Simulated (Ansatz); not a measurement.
```xyz
13

C     0.864   -0.964   -1.706
Si   -0.315    0.154   -0.805
O     0.209    1.715   -0.966
Si   -0.436   -0.248    1.510
O    -0.572    1.278    2.116
F     0.908   -0.930    2.066
H     1.859   -0.927   -1.258
H     0.512   -1.999   -1.678
H     0.945   -0.662   -2.753
H    -1.687   -0.008   -1.376
H     0.004    2.299   -0.232
H    -1.535   -1.107    2.034
H    -0.755    1.399    3.049
```

Total charge 0; spin multiplicity 1.

**Question.** List the PBE/def2-TZVPP orbital energies in eV (Ansatz 0.2.0). (Estimate.)

**Answer.** Ansatz gave: Occupied: -1780.62, -1779.80, -659.66, -510.73, -510.19, -268.61, -138.21, -137.48, -95.00, -94.95, -94.89, -94.25, -94.20, -94.18, -29.36, -25.42, -24.90, -17.37, -14.43, -13.40, -12.32, -11.27, -10.74, -10.38, -10.03, -9.81, -9.68, -8.83, -8.62, -8.55, -8.08, -7.16, -6.43. Lowest empty: -1.30, -0.79, 0.41, 0.63, 1.15, 1.39, 1.57, 2.06.
